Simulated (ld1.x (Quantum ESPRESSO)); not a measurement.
**An all-electron radial function and its pseudo partner (molybdenum)**

Columns: radius, all-electron u(r) and pseudo u(r) of the 4d shell (level -6.99 eV) of molybdenum in the configuration [Ar] 3d10 4s2 4p6 4d5 5s0.5 5p0; PW91, scalar-relativistic, ultrasoft scheme, ld1.x (Quantum ESPRESSO) 7.5.

```tsv
r (bohr)	all-electron	pseudo
0.152	0.2382	-0.0021
0.305	0.3327	-0.0162
0.458	0.1273	-0.0517
0.610	-0.1521	-0.1124
0.762	-0.3944	-0.1969
0.915	-0.5698	-0.2987
1.068	-0.6780	-0.4059
1.220	-0.7323	-0.5052
1.372	-0.7486	-0.5858
1.525	-0.7395	-0.6399
1.678	-0.7145	-0.6641
1.830	-0.6804	-0.6608
1.982	-0.6414	-0.6367
2.135	-0.6001	-0.6000
2.288	-0.5585	-0.5586
2.440	-0.5180	-0.5180
2.592	-0.4791	-0.4791
2.745	-0.4419	-0.4419
2.898	-0.4067	-0.4067
3.050	-0.3739	-0.3739
3.202	-0.3433	-0.3433
3.355	-0.3146	-0.3146
3.508	-0.2880	-0.2880
3.660	-0.2634	-0.2634
3.812	-0.2408	-0.2408
3.965	-0.2198	-0.2198
```

(1) How many radial nodes do the two functions have?

(2) At about which radius was the pseudo-wave matched?

(3) Is the pseudo-wave norm-conserving?

## Answers

(1) The all-electron 4d function has n − l − 1 = 1; the pseudo-wave has 0, since the states of the same l below it are removed with the core.

(2) 2.45 bohr. The columns agree to 0.0005 from 2.13 bohr on; several derivatives are matched, so the curves merge somewhat inside the radius.

(3) No, it belongs to an ultrasoft set: the norm inside the radius is not constrained, and the difference is carried by the augmentation charge.
